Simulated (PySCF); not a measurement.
```xyz
4
charge 0 multiplicity 1, angstrom
Si    0.0000    0.0000    0.8681
O     0.0000    0.0000    2.3923
Br    1.7767    0.0000   -0.3961
Br   -1.7767    0.0000   -0.3961
```

All numbers come from PBE0/[Si def2-SVP, O def2-SVP, Br def2-SVP], no relativity, density fitting, PySCF.

This geometry of SiOBr₂ is a stationary point at this level.

**Question.** What is the point group?

**Answer.** C2v.

**Question.** Is it a minimum?

**Answer.** Yes: all harmonic wavenumbers are real.

**Question.** List the harmonic modes with their infrared intensities.

**Answer.** 
```json
{"symmetry": "a1", "ω (cm⁻¹)": "127", "IR (km/mol)": "0.3"}
{"symmetry": "b2", "ω (cm⁻¹)": "229", "IR (km/mol)": "21.1"}
{"symmetry": "b1", "ω (cm⁻¹)": "260", "IR (km/mol)": "30.9"}
{"symmetry": "a1", "ω (cm⁻¹)": "367", "IR (km/mol)": "10.2"}
{"symmetry": "b2", "ω (cm⁻¹)": "529", "IR (km/mol)": "228"}
{"symmetry": "a1", "ω (cm⁻¹)": "1257", "IR (km/mol)": "98.7"}
```

**Question.** What are the dipole moment and the gap between the highest occupied and lowest empty levels?

**Answer.** 3.03 D and 6.46 eV.

In C2v the vibrations span 3a1 + 2b2 + b1. Here b1 is antisymmetric to the molecular plane and b2 lies in it.

This need not be the most stable arrangement of these atoms.
